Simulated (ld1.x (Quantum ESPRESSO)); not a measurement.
Which change was made? (Ta, PAW)

ld1.x (Quantum ESPRESSO) 7.5 input, shortened:

```
&input
   title='Ta', zed=73., rel=1, dft='PZ', iswitch=3,
   config='[Xe] 4f14 5d3 6s1.75 6p0.25'
 /
 &inputp
   pseudotype=3, lpaw=.true., tm=.true., lloc=-2, rcloc=1.35,
   nlcc=.true., rcore=1.60,
   which_augfun='BESSEL', rmatch_augfun=1.05
 /
6
5S  1  0   2.00   0.00  1.40  1.60  0.0
6S  2  0   1.75   0.00  1.40  1.60  0.0
5P  2  1   6.00   0.00  1.70  2.15  0.0
6P  3  1   0.25   0.00  1.70  2.15  0.0
5D  3  2   3.00   0.00  1.60  1.80  0.0
5D  3  2   0.00   3.05  1.60  1.80  0.0
 &test
   configts(1)='5s2 5p6 5d3 6s1.75 6p0.25'
 /
```

Cutoffs, loose and tight: the cutoffs (Ry, on a coarse ladder) from which the occupation-weighted sum of valence levels, in a spherical-Bessel basis at the reference potential, stays within 10 and 1 mRy of its value at 400 Ry. They do not see the model core or the augmentation charge, which bear on the density cutoff. Test errors are all-electron minus pseudo excitation energies from the reference, over the configurations 5s2 5p6 5d3 6s2 6p0; 5s2 5p6 5d3 6s1 6p0; 5s2 5p6 5d3 6s0 6p0; 5s2 5p6 5d3 6s0 6p1; 5s2 5p6 5d3 6s1.5 6p0; 5s2 5p6 5d2 6s2 6p0; 5s2 5p6 5d2 6s0 6p0 (two spin-polarised tests are not counted in the largest error); variants that change the core or the reference have their own tests. The largest error is taken over the tests solved by every variant that gives reliable tests at all, those not shown here included: 5s2 5p6 5d3 6s0 6p0; 5s2 5p6 5d3 6s0 6p1; 5s2 5p6 5d3 6s1 6p0; 5s2 5p6 5d3 6s1.5 6p0; 5s2 5p6 5d3 6s2 6p0.

The base gives: outcome: generated, overlap not positive; bound ghosts: not determined (overlap not positive); largest test error (meV): -8.9.

Task: After one change the result is: outcome: failed: new_paw_hamiltonian: negative rho. Which change was it?
A. reference 5s2 5p6 5d3 6s1 6p0
B. all radii but the core radius scaled by about 0.92 (s 1.48, p 1.98, d 1.66 bohr, rcut 1.28/1.56/1.48); local potential all-electron potential smoothed inside 1.24 bohr (lloc = -2); augmentation BESSEL, radius 0.96 bohr
C. waves 5p (bound): rcut 1.70, rcutus 3.10 bohr; 6p (bound): rcut 1.70, rcutus 3.10 bohr

Result: B. The others give: reference 5s2 5p6 5d3 6s1 6p0 → outcome: generated, overlap not positive; bound ghosts: not determined (overlap not positive); largest test error (meV): -198 | waves 5p (bound): rcut 1.70, rcutus 3.10 bohr; 6p (bound): rcut 1.70, rcutus 3.10 bohr → outcome: failed: run_pseudo: Errors in PS-KS equation. A file whose overlap is not positive is unfit for use, and its test errors describe a broken file.
